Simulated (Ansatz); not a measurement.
Reactions of FH3OSeSi, SMILES `O[SiH](F)[SeH]`.

Gas-phase electronic energies from Ansatz, PBE0-D4/def2-TZVP geometries. CBS: MP2 limit from def2 TZ/QZ plus the TZ coupled-cluster correction, frozen cores. This one scheme is used for every species, atoms too. Functionals use def2-TZVPP. Open shells (•) are unrestricted, without spin–orbit coupling. Spin–orbit coupling would lower the free atoms: a little for F, O, Si; clearly for Se. For Se outer-core shells are correlated without core-valence functions, so the limit isn't a true one: a few kJ/mol of doubt a bond, and 10 to 20 or more in all where bonds break to atoms. Scalar relativity is left out up to krypton. One conformer a species, not always the lowest.

```json
{"reaction": "`O[SiH](F)[SeH]` + `FBF` → `FB(F)[SeH]` + `O[SiH2]F`", "MP2/CBS(def2) (eV)": "0.23", "PBE0-D4 (eV)": "0.20"}
{"reaction": "`O[SiH](F)[SeH]` + `C=CN=C` → `C=C/N=C\\[SeH]` + `O[SiH2]F`", "MP2/CBS(def2) (eV)": "0.93", "PBE0-D4 (eV)": "0.97"}
{"reaction": "`O[SiH](F)[SeH]` → F• + 3 H• + O• + Se• + Si•", "MP2/CBS(def2) (eV)": "26.58", "PBE0-D4 (eV)": "25.27"}
{"reaction": "`O[SiH](F)[SeH]` + `C=C[SiH2]O` → `C=C[Si@@H](O)[Si@@H](O)F` + H₂Se", "MP2/CBS(def2) (eV)": "1.00", "PBE0-D4 (eV)": "0.80"}
{"reaction": "`O[SiH](F)[SeH]` + H₂ → `F[SiH2][SeH]` + H₂O", "MP2/CBS(def2) (eV)": "1.02", "PBE0-D4 (eV)": "0.92"}
```

Q: Give the CCSD(T)/CBS values in the same order. (Estimate.)

A: Computed: 0.21, 0.98, 25.90, 0.90, 0.96 eV.

Largest T1 diagnostic: 0.013, for `FBF`.
